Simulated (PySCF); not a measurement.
Structure with atom numbers: `[OH:1][Si@@H:2]([C:3]#[C:4][SiH3:5])[O:6][SiH3:7]`; H(Xn) means a hydrogen on atom n.

PySCF calculation with structure optimised with GFN2-xTB and NMR shieldings at PBE0/pcSseg-1/GIAO; averaged over atoms made equivalent by symmetry, fast rotation or ring inversion, in vacuum, one conformer, non-relativistic Hamiltonian.

Chemical shifts δ = σref − σ; 13C (σ = 186.93 ppm), 1H (σ = 31.72 ppm), 29Si (σ = 349.16 ppm) against TMS; H2O for 17O (σ = 336.08 ppm), all at this level.

```csv
atoms,nucleus,count,δ (ppm)
Si7,29Si,1,?
H(Si2),1H,1,4.51
Si2,29Si,1,-64.7
H(Si5),1H,3,?
C4,13C,1,?
Si5,29Si,1,-99.3
O1,17O,1,58.7
H(Si7),1H,3,5.18
C3,13C,1,120.8
H(O1),1H,1,2.31
O6,17O,1,49.8
```

Q: Estimate the values marked ?.

A: 
- C4: 106.0 ppm, alkyne carbon
- H(Si5): 4.23 ppm, hydrogen on a silicon bonded to C
- Si7: -45.8 ppm, silicon bonded to O, 3 H

The OH or NH signal is concentration- and solvent-dependent in practice; the value given is the gas-phase one. Shifts are as computed. Against solution values, carbons near 30 ppm lie about +3 ppm off and those near 130 ppm about +5 ppm. Of 1211 compounds with measured shifts, 218 miss one by over three times the rms of a fit or turn the order of signals round; such compounds aren't used in these exercises. Experimental scales use liquid or dissolved standards, which lie at an offset from isolated H2O (liquid H2O: subtract about 36 ppm).
